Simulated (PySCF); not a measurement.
# Correlation energy of Ba (barium, neutral)

[Xe] 6p2, high-spin 3P determinant (an excited configuration). All numbers are calculated (PySCF 2.14, scalar relativity by spin-free X2C-1e, in ANO-RCC-VTZP (8s7p4d2f1g, 72 functions)). Frozen: [Kr] 4d10; 10 electrons correlated.

```json
{"level": "CCSD", "correlation energy (mhartree)": "-200.94"}
{"level": "(T)", "correlation energy (mhartree)": "-26.78"}
{"level": "CCSD(T)", "correlation energy (mhartree)": "-227.72"}
```

Diagnostics: T1 = 0.028, D1 = 0.0887, largest double amplitude 0.687.

Spin-orbit coupling, absent here, splits the open shell strongly. A double-excitation amplitude exceeds 0.15, a sign of near-degeneracy.

Cost of the coupled-cluster step: of the order of 6 core-seconds, for 10 correlated electrons.
